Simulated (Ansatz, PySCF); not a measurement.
Gas-phase reaction in SMILES: N[B]F → [NH]BF
Each molecule is optimised on its own at B3LYP-D3(BJ)/def2-TZVP (Ansatz, a first-principles code), one conformer each, not searched for the lowest. Frequencies are from Ansatz or PySCF.

Wanted: isomerisation energy (0 K, with B3LYP-D3(BJ) harmonic zero-point energies), in kJ/mol. Cores are frozen in the correlated levels unless marked. Open shells are spin-unrestricted. Spin-orbit coupling is left out. No relativistic terms. CBS(X,Y): correlation extrapolated as X^-3; Hartree-Fock from the larger set. The bracket is a focal-point correction in the basis named.

```
level                           program  isomerisation energy (kJ/mol)
-----------------------  --------------  -----------------------------
HF/STO-3G                        Ansatz                          -42.4
HF/cc-pVQZ                       Ansatz                           15.3
PBE/def2-TZVPD                   Ansatz                           52.3
BLYP/def2-TZVPD                  Ansatz                           38.3
revPBE-D4/def2-TZVPD     Ansatz + dftd4                           48.5
revPBE/def2-TZVPD                Ansatz                           47.3
B3LYP-D3(BJ)/def2-TZVPD  Ansatz + dftd3                           39.1
```

### Question
Estimate the value at RI-MP2/CBS(cc-pVTZ,cc-pVQZ)+[CCSD(T)-MP2]/cc-pVTZ as computed with Ansatz.

### Answer
48.1 kJ/mol, so B3LYP-D3(BJ)/def2-TZVPD differs from it by -9.0 kJ/mol.
